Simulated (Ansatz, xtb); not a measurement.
**Two isomers of CH6O3Sn**

Structure I: `[CH3][Sn]([OH])([OH])[OH]`, a singlet. Structure II: `C[O][SnH]([OH])[OH]`, a singlet. Both are isolated molecules in the gas phase, relaxed with PBE0-D4/def2-SVP; the shapes shown needn't be the lowest conformers.

I (Å):

```yaml
atoms:
  - { symbol: C, position_ang: [-2.2992, 1.3536, 1.1162] }
  - { symbol: O, position_ang: [-1.1507, -0.7798, 3.5203] }
  - { symbol: O, position_ang: [-2.6859, -2.0375, 1.0540] }
  - { symbol: O, position_ang: [0.2396, -0.8867, 0.6779] }
  - { symbol: Sn, position_ang: [-1.4905, -0.5485, 1.5822] }
  - { symbol: H, position_ang: [-3.3680, 1.2406, 0.8923] }
  - { symbol: H, position_ang: [-2.1640, 2.0188, 1.9792] }
  - { symbol: H, position_ang: [-1.7726, 1.7592, 0.2424] }
  - { symbol: H, position_ang: [-1.5479, -1.5998, 3.8387] }
  - { symbol: H, position_ang: [-2.2040, -2.6894, 0.5303] }
  - { symbol: H, position_ang: [0.9046, -1.1749, 1.3152] }
```

II (Å):

```yaml
atoms:
  - { symbol: C, position_ang: [-1.3772, 0.0392, 0.1292] }
  - { symbol: O, position_ang: [-0.0453, 0.2138, -0.2730] }
  - { symbol: O, position_ang: [0.7231, 1.2972, 2.6467] }
  - { symbol: O, position_ang: [1.7629, -1.4891, 1.7475] }
  - { symbol: Sn, position_ang: [1.4025, 0.3350, 1.0658] }
  - { symbol: H, position_ang: [-1.6148, -1.0195, 0.3513] }
  - { symbol: H, position_ang: [-2.0406, 0.3606, -0.6915] }
  - { symbol: H, position_ang: [-1.6391, 0.6357, 1.0234] }
  - { symbol: H, position_ang: [2.7242, 1.1259, 0.3535] }
  - { symbol: H, position_ang: [0.4809, 0.6791, 3.3473] }
  - { symbol: H, position_ang: [1.5415, -2.1642, 1.0946] }
```

Problem. Estimate E(II) − E(I) at the level CCSD(T)/def2-SVP + ΔMP2/def2-TZVPP.

Solution. Calculated at CCSD(T)/def2-SVP + ΔMP2/def2-TZVPP: E(II) − E(I) = +24.9 kcal/mol, so structure I lies lower.

How the difference moves with the method:

```csv
level,geometry,E(II) − E(I) (kcal/mol),departure from the last row (kcal/mol),"job, with rough time for the two"
PBE0-D4/def2-SVP,PBE0-D4/def2-SVP,+19.2,−5.7,"optimisation, 66 s"
HF/def2-SVP,PBE0-D4/def2-SVP,+17.1,−7.8,part of the CCSD(T) run
MP2/def2-SVP,PBE0-D4/def2-SVP,+20.8,−4.1,part of the CCSD(T) run
CCSD(T)/def2-SVP,PBE0-D4/def2-SVP,+18.6,−6.3,single point
CCSD(T)/def2-SVP + ΔMP2/def2-TZVPP,PBE0-D4/def2-SVP,+24.9,,"single point, 47 s"
```

As drawn, II has 1 C–O, 1 Sn–H in place of 1 C–Sn, 1 O–H.

The levels shown agree on the order. The largest departure from CCSD(T)/def2-SVP + ΔMP2/def2-TZVPP is that of HF/def2-SVP, 7.8 kcal/mol. Levels run at GFN2-xTB geometries aren't shown. The last row adds to CCSD(T) the change of the MP2 difference between the two basis sets, here +6.3 kcal/mol, a large step that makes the value less sure.

With thermal terms from frequencies at re-optimised GFN2-xTB minima (ideal gas, soft modes damped towards free rotors, one conformer each, 298.15 K, 1 atm): on the last row, ΔE + ΔZPE = +24.0, ΔH = +23.6, ΔG = +23.7 kcal/mol.

The correlated steps freeze 8 core orbitals; the filled d shell of Sn is correlated, in a basis made for valence electrons. Atoms past krypton carry core potentials in the def2 sets and no spin–orbit term is included. Codes used: Ansatz 0.2.0, xtb 6.7.1; the last row on 2 threads of Arm Neoverse V2 on a shared host.
